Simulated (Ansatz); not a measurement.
ClGeH3N (`[NH][GeH2][Cl]`) radical at its PBE0-D4/def2-TZVP geometry, where that method's forces vanish. The species carries charge 0 and has multiplicity 2.

```xyz
6

N     1.2453   -0.1922   -0.8013
Ge   -0.1957   -0.2177    0.3583
Cl   -1.5976    1.3812   -0.0376
H     1.1602    0.5858   -1.4628
H     0.3331   -0.0174    1.7827
H    -0.9452   -1.5398    0.1608
```

Task: What forces (eV/Å) does r2SCAN-D4/def2-TZVPP give on these atoms in Ansatz 0.2.0? (Best estimate.)

Result: The calculation gave: 
```
N1   0.034 -0.053  0.023
Ge2  0.015 -0.031  0.018
Cl3 -0.051  0.040  0.002
H4  -0.017  0.023 -0.008
H5  -0.016 -0.020 -0.050
H6   0.035  0.041  0.015
```
